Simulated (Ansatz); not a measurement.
System: WH$_{6}$, charge 0, multiplicity 1. 
Geometry from a B3LYP-D3(BJ)/def2-TZVP (Ansatz, a first-principles code) optimisation:
```
W
H 1 1.6678
H 1 1.6678 2 62.99
H 1 1.6678 2 62.99 3 71.80
H 1 1.7134 2 119.70 3 -38.66
H 1 1.7134 2 119.70 3 110.46
H 1 1.7134 2 67.71 3 -144.10
```
Charge 0, spin multiplicity 1.

Dipole moments at this geometry, in debye (magnitudes).

```
level               program  dipole (D)
------------------  -------  ----------
SVWN5/def2-TZVPD     Ansatz        1.65
PBE/def2-TZVPD       Ansatz        1.71
BLYP/def2-TZVPD      Ansatz        1.71
revPBE/def2-TZVPD    Ansatz        1.73
r2SCAN/def2-TZVPD    Ansatz        1.77
B97M-V/def2-TZVPD    Ansatz        1.79
r2SCANh/def2-TZVPD   Ansatz        1.78
r2SCAN0/def2-TZVPD   Ansatz        1.77
HSE06/def2-TZVPD     Ansatz        1.75
LC-wPBE/def2-TZVPD   Ansatz        1.78
wB97M-V/def2-TZVPD   Ansatz        1.74
wB97X-V/def2-TZVPD   Ansatz        1.77
CCSD(T)/def2-SVPD    Ansatz        1.80
```
